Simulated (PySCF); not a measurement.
A calculated (UHF, PySCF 2.14, def2-SVP, no relativity, point nucleus) atom or ion has these occupied shells.

```csv
shell,electrons,orbital energy (eV),"rms radius, mean of both spins (bohr)"
1s α,1,-6003.7,0.0743
1s β,1,-6003.7,0.0743
2s α,1,-721.37,0.319
2s β,1,-718.60,0.319
2p α,3,-610.85,0.288
2p β,3,-608.09,0.288
3s α,1,-101.31,0.982
3s β,1,-91.856,0.982
3p α,3,-68.976,1.06
3p β,3,-57.339,1.06
3d α,5,-17.602,1.51
```

Question: Name the element and its charge.

Answer: Cr⁺ (chromium, charge +1), in [Ar] 3d5, high-spin 6S determinant.
